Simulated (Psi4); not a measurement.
LaO, doublet, at a GFN2-xTB geometry (such geometries of metal compounds can be far from the true shape) (core potentials on La); SVWN/def2-SV(P) in Psi4.

The Psi4 input:
```
memory 2 GB

molecule mol {
0 2
La   -0.000000   -0.000000   -0.248835
O     0.000000    0.000000    1.772953
}

set {
  basis def2-sv(p)
  reference uks
  dft_radial_points 150
}

energy('svwn')
print_variables()
```

Question: What does Psi4 print? Leave out banner, timings and long lists.

Answer: 
```
   => Loading Basis Set <=

    Name: DEF2-SV(P)
    Role: ORBITAL
    Keyword: BASIS

    !!!  WARNING: ECP capability is in beta. Please check occupations closely.  !!!

         ---------------------------------------------------------
                                   SCF
               by Justin Turney, Rob Parrish, Andy Simmonett
                          and Daniel G. A. Smith
                              UKS Reference
         ---------------------------------------------------------

  ==> Geometry <==

    Molecular point group: c2v
    Full point group: C_inf_v

    Geometry (in Angstrom), charge = 0, multiplicity = 2:

       Center              X                  Y                   Z               Mass
    ------------   -----------------  -----------------  -----------------  -----------------
         LA           0.000000000000     0.000000000000    -0.208767340945   138.906356300000
         O            0.000000000000     0.000000000000     1.813020659055    15.994914619570

  Running in c2v symmetry.

  Rotational constants: A = ************  B =      0.28753  C =      0.28753 [cm^-1]
  Rotational constants: A = ************  B =   8619.79437  C =   8619.79437 [MHz]
  Nuclear repulsion =   23.032877106284143

  Charge       = 0
  Multiplicity = 2
  Electrons    = 19
  Nalpha       = 10
  Nbeta        = 9

  ==> Algorithm <==

  SCF Algorithm Type is DF.
  DIIS enabled.
  MOM disabled.
  Fractional occupation disabled.
  Guess Type is SAD.
  Energy threshold   = 1.00e-06
  Density threshold  = 1.00e-06
  Integral threshold = 1.00e-12

  ==> Primary Basis <==

  Basis Set: DEF2-SV(P)
    Blend: DEF2-SV(P)
    Number of shells: 17
    Number of basis functions: 39
    Number of Cartesian functions: 42
    Spherical Harmonics?: true
    Max angular momentum: 2

  Core potential: DEF2-SV(P)
    Number of shells: 4
    Number of ECP primitives: 10
    Number of ECP core electrons: 46
    Max angular momentum: 3

  ==> DFT Potential <==

   => LibXC <=

    Version 7.1.2
    S. Lehtola, C. Steigemann, M. J. T. Oliveira, and M. A. L. Marques,  SoftwareX 7, 1–5 (2018) (10.1016/j.softx.2017.11.002)

   => Composite Functional: SVWN <=

    Slater exchange
    Vosko, Wilk & Nusair (VWN5_RPA)
    P. A. M. Dirac,  Math. Proc. Cambridge Philos. Soc. 26, 376 (1930) (10.1017/S0305004100016108)
    F. Bloch,  Z. Phys. 57, 545 (1929) (10.1007/BF01340281)
    S. H. Vosko, L. Wilk, and M. Nusair,  Can. J. Phys. 58, 1200 (1980) (10.1139/p80-159)

    Deriv               =              1
    GGA                 =          FALSE
    Meta                =          FALSE

    Exchange Hybrid     =          FALSE
    MP2 Hybrid          =          FALSE

   => Exchange Functionals <=

    1.0000         XC_LDA_X

   => Correlation Functionals <=

    1.0000   XC_LDA_C_VWN_RPA

   => LibXC Density Thresholds  <==

    XC_LDA_C_VWN_RPA:  1.00E-15
    XC_LDA_X:  1.00E-15

   => Molecular Quadrature <=

    Radial Scheme          =       TREUTLER
    Pruning Scheme         =           NONE
    Nuclear Scheme         =       TREUTLER

    Blocking Scheme        =         OCTREE
    BS radius alpha        =              1
    Pruning alpha          =              1
    Radial Points          =            150
    Spherical Points       =            302
    Total Points           =          86024
    Total Blocks           =            744
    Max Points             =            256
    Max Functions          =             39
    Weights Tolerance      =       1.00E-15

   => Loading Basis Set <=

    Name: (DEF2-SV(P) AUX)
    Role: JKFIT
    Keyword: DF_BASIS_SCF

  ==> Integral Setup <==

  SCF_SUBTYPE=INCORE selected. In-core MEM_DF algorithm will be used.
  Using in-core AOs.

  ==> MemDFJK: Density-Fitted J/K Matrices <==

    J tasked:                   Yes
    K tasked:                    No
    wK tasked:                   No
    Algorithm:                 Core
    Schwarz Cutoff:           1E-12
    Mask sparsity (%):       0.1315
    Fitting Condition:        1E-10

   => Auxiliary Basis Set <=

  Basis Set: (DEF2-SV(P) AUX)
    Blend: DEF2-UNIVERSAL-JKFIT
    Number of shells: 70
    Number of basis functions: 304
    Number of Cartesian functions: 434
    Spherical Harmonics?: true
    Max angular momentum: 6

  Minimum eigenvalue in the overlap matrix is 9.8173684724E-03.
  Reciprocal condition number of the overlap matrix is 2.7261599276E-03.
    Using symmetric orthogonalization.

  ==> Pre-Iterations <==

  SCF Guess: Superposition of Atomic Densities via on-the-fly atomic UHF (no occupation information).

   -------------------------
    Irrep   Nso     Nmo
   -------------------------
     A1        20      20
     A2         3       3
     B1         8       8
     B2         8       8
   -------------------------
    Total      39      39
   -------------------------

  ==> Iterations <==

                           Total Energy        Delta E     RMS |[F,P]|

   @DF-UKS iter SAD:  -106.07473262977108   -1.06075e+02   0.00000e+00
    Occupation by irrep:
             A1    A2    B1    B2
    DOCC [     6,    1,    1,    1 ]
    SOCC [     0,    0,    0,    1 ]
    NA   [     6,    1,    1,    2 ]
    NB   [     6,    1,    1,    1 ]

   @DF-UKS iter   1:  -105.92702629869521    1.47706e-01   4.68081e-02 DIIS/ADIIS
    Occupation by irrep:
             A1    A2    B1    B2
    DOCC [     5,    0,    2,    2 ]
    SOCC [     1,    0,    0,    0 ]
    NA   [     6,    0,    2,    2 ]
    NB   [     5,    0,    2,    2 ]

   @DF-UKS iter   2:   -95.50828011412921    1.04187e+01   1.26188e-01 ADIIS
   @DF-UKS iter   3:  -104.62597067061354   -9.11769e+00   8.53591e-02 DIIS/ADIIS
   @DF-UKS iter   4:  -106.48092669321218   -1.85496e+00   8.68766e-03 DIIS/ADIIS
   @DF-UKS iter   5:  -106.47453706454020    6.38963e-03   8.81459e-03 DIIS/ADIIS
   @DF-UKS iter   6:  -106.49376638694298   -1.92293e-02   2.42762e-03 DIIS/ADIIS
   @DF-UKS iter   7:  -106.49524108015386   -1.47469e-03   5.04179e-04 DIIS/ADIIS
   @DF-UKS iter   8:  -106.49530471861712   -6.36385e-05   6.55803e-06 DIIS
   @DF-UKS iter   9:  -106.49530473392281   -1.53057e-08   2.29261e-06 DIIS
   @DF-UKS iter  10:  -106.49530473683940   -2.91659e-09   7.93390e-07 DIIS
  Energy and wave function converged.

  ==> Post-Iterations <==

   Electrons on quadrature grid:
      Nalpha   =    9.9999787069 ; deviation = -2.129e-05
      Nbeta    =    8.9999779661 ; deviation = -2.203e-05
      Ntotal   =   18.9999566730 ; deviation = -4.333e-05

   @Spin Contamination Metric:   2.164951029E-03
   @S^2 Expected:                7.500000000E-01
   @S^2 Observed:                7.521649510E-01
   @S   Expected:                5.000000000E-01
   @S   Observed:                5.000000000E-01

    Orbital Energies [Eh]
    ---------------------

    Alpha Occupied:

[...]
       6A1    -0.150131

    Alpha Virtual:

[...]
    Beta Occupied:

[...]
    Beta Virtual:

[...]
    Final Occupation by Irrep:
             A1    A2    B1    B2
    DOCC [     5,    0,    2,    2 ]
    SOCC [     1,    0,    0,    0 ]
    NA   [     6,    0,    2,    2 ]
    NB   [     5,    0,    2,    2 ]

  @DF-UKS Final Energy:  -106.49530473683940

   => Energetics <=

    Nuclear Repulsion Energy =             23.0328771062841433
    One-Electron Energy =                -202.3764612779031893
    Two-Electron Energy =                  85.3904130321263182
    DFT Exchange-Correlation Energy =     -12.5421335973466590
    Empirical Dispersion Energy =           0.0000000000000000
    VV10 Nonlocal Energy =                  0.0000000000000000
    Total Energy =                       -106.4953047368394010

  UHF NO Occupations:
  HONO-2 :    2 B2 1.9996032
  HONO-1 :    2 B1 1.9996032
  HONO-0 :    6 A1 1.0000000
  LUNO+0 :    3 B1 0.0003968
  LUNO+1 :    3 B2 0.0003968
  LUNO+2 :    7 A1 0.0002469
  LUNO+3 :    4 B1 0.0000198

Computation Completed

Properties will be evaluated at   0.000000,   0.000000,   0.000000 [a0]

Properties computed using the SCF density matrix

 Multipole Moments:

 ------------------------------------------------------------------------------------
     Multipole            Electronic (a.u.)      Nuclear  (a.u.)        Total (a.u.)
 ------------------------------------------------------------------------------------

 L = 1.  Multiply by 2.5417464519 to convert [e a0] to [Debye]
 Dipole X            :          0.0000000            0.0000000            0.0000000
 Dipole Y            :          0.0000000            0.0000000            0.0000000
 Dipole Z            :        -24.9829954           23.0692560           -1.9137394
 Magnitude           :                                                    1.9137394

 ------------------------------------------------------------------------------------

  Variable Map:
  ----------------------------------------------------------------------------
[...]
  Array Variable Map:
  ----------------------------------------------------------------------------
[...]
[...]
```
